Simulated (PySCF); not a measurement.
**Two-dimensional NMR puzzle**

Compound of formula C6H11ClO2. Correlations simulated from computed shifts and the bond graph:

HSQC (one-bond C–H):
| δH | δC |
| --- | --- |
| 5.35 | 75.1 |
| 3.56 | 64.9 |
| 2.10 | 23.6 |
| 1.46 | 20.9 |
| 1.46 | 24.0 |

COSY cross peaks (H two or three bonds apart, from the bond graph; peaks can be absent where the dihedral angle is near 90°):
| δH | δH |
| --- | --- |
| 5.35 | 3.56 |
| 5.35 | 1.46 |
| 3.56 | 1.46 |

HMBC (two and three bonds, from the bond graph):
| δH | δC |
| --- | --- |
| 5.35 | 175.3, 64.9, 24.0, 20.9 |
| 3.56 | 75.1, 24.0, 20.9 |
| 2.10 | 175.3 |
| 1.46 | 75.1, 64.9 |
| 1.46 | 75.1, 64.9 |

Carbons without hydrogens: δ 175.3.

Averaged over atoms made equivalent by symmetry, fast rotation or ring inversion, non-relativistic, gas phase, a single conformation. Geometry: GFN2-xTB; σ from GIAO-PBE0/pcSseg-1; PySCF 2.14.

Scale: 1H (σref 31.72) and 13C (σref 186.93) vs TMS (reference shieldings calculated alike).

Exchangeable hydrogens are left out of these lists.

Q: Which molecule is this?

A: `InChI=1S/C6H11ClO2/c1-4(7)5(2)9-6(3)8/h4-5H,1-3H3/t4-,5+/m1/s1`.

Structure with atom numbers: `[CH3:1][C:2](=[O:3])[O:4][C@@H:5]([CH3:6])[C@@H:7]([CH3:8])[Cl:9]`; H(Xn) means a hydrogen on atom n.

- δC 175.3 is C2, an ester carbonyl carbon.
- δC 75.1 is C5, an sp3 CH bonded to O (δH 5.35).
- δC 64.9 is C7, an sp3 CH bonded to Cl (δH 3.56).
- δC 24.0 is C8, a methyl carbon (δH 1.46).
- δC 23.6 is C1, a methyl carbon α to a carbonyl (δH 2.10).
- δC 20.9 is C6, a methyl carbon (δH 1.46).
- HMBC from δH 5.35 reaches the proton-free carbon C2.
- HMBC from δH 2.10 reaches the proton-free carbon C2.
- COSY links 5.35–3.56, 5.35–1.46, 3.56–1.46.

The data come from this structure; uniqueness wasn't tested.

Carbons that carry Cl, above all several Cl atoms, come out too deshielded, partly because spin–orbit coupling is missing. Shifts are as computed. Against solution values, carbons near 30 ppm lie about +3 ppm off and those near 130 ppm about +5 ppm; carbons on Cl a further +6 ppm. Of 1211 compounds with measured shifts, 218 miss one by over three times the rms of a fit or turn the order of signals round; such compounds aren't used in these exercises.
